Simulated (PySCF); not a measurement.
## SMILES FC[C@H]1C=C(F)C1, C₅H₆F₂

Molfile (atoms numbered from 1):
```
C5H6F2
     RDKit          3D

 13 13  0  0  0  0  0  0  0  0999 V2000
   -2.1477   -1.2026    0.6226 F   0  0  0  0  0  0  0  0  0  0  0  0
   -1.5667    0.0145    0.3601 C   0  0  0  0  0  0  0  0  0  0  0  0
   -0.3203   -0.1487   -0.5076 C   0  0  1  0  0  0  0  0  0  0  0  0
    0.8886    0.6543   -0.0655 C   0  0  0  0  0  0  0  0  0  0  0  0
    1.5917   -0.4389    0.1916 C   0  0  0  0  0  0  0  0  0  0  0  0
    2.8311   -0.6607    0.6306 F   0  0  0  0  0  0  0  0  0  0  0  0
    0.5308   -1.4194   -0.1876 C   0  0  0  0  0  0  0  0  0  0  0  0
   -1.3074    0.4411    1.3353 H   0  0  0  0  0  0  0  0  0  0  0  0
   -2.3283    0.6317   -0.1247 H   0  0  0  0  0  0  0  0  0  0  0  0
   -0.5650   -0.0563   -1.5660 H   0  0  0  0  0  0  0  0  0  0  0  0
    1.0623    1.7102   -0.0019 H   0  0  0  0  0  0  0  0  0  0  0  0
    0.7532   -2.0536   -1.0433 H   0  0  0  0  0  0  0  0  0  0  0  0
    0.1463   -2.0321    0.6248 H   0  0  0  0  0  0  0  0  0  0  0  0
  1  2  1  0
  2  3  1  0
  3  4  1  0
  4  5  2  0
  5  6  1  0
  5  7  1  0
  7  3  1  0
  2  8  1  0
  2  9  1  0
  3 10  1  6
  4 11  1  0
  7 12  1  0
  7 13  1  0
M  END
```

The calculation used GIAO HF/pcSseg-1 magnetisability, rotational g tensor and spin-rotation constants, non-relativistic, gas phase (PySCF 2.14.0). Geometry: GFN2-xTB, dihedral held. The dihedral F1–C2–C3–C4 is held at 225°.

Problem. Give the nuclear spin-rotation constants along the inertial axes (H = +C I·J) beside the isotropic shieldings.

Solution. Rotational constants 6.8012, 1.4927, 1.3583 GHz. A star marks the isotopologue with that one atom substituted, in its own axes.
| atom | isotope | Caa (kHz) | Cbb (kHz) | Ccc (kHz) | mean (kHz) | σ (ppm) |
| --- | --- | --- | --- | --- | --- | --- |
| F1 | 19F | -0.391 | 0.672 | 0.269 | 0.183 | 437.8 |
| F6 | 19F | 5.739 | 2.147 | 0.756 | 2.881 | 306.2 |
| H8 | 1H | -0.610 | -0.170 | 0.068 | -0.237 | 27.9 |
| H9 | 1H | -0.147 | -0.050 | -0.119 | -0.105 | 27.3 |
| H10 | 1H | -0.689 | -0.141 | 0.020 | -0.270 | 29.5 |
| H11 | 1H | -0.641 | 0.067 | -0.137 | -0.237 | 27.2 |
| H12 | 1H | -0.735 | -0.121 | 0.014 | -0.281 | 29.3 |
| H13 | 1H | -0.620 | -0.030 | -0.086 | -0.245 | 29.0 |
| C2 | 13C* | 1.581 | 0.287 | 0.337 | 0.735 | 112.2 |
| C3 | 13C* | 1.127 | 0.211 | 0.170 | 0.503 | 166.4 |
| C4 | 13C* | 2.463 | 0.385 | 0.267 | 1.038 | 81.8 |
| C5 | 13C* | 3.305 | 0.446 | 0.377 | 1.376 | 27.6 |
| C7 | 13C* | 0.927 | 0.241 | 0.221 | 0.463 | 160.3 |

For the geometry as given, no vibrational averaging.
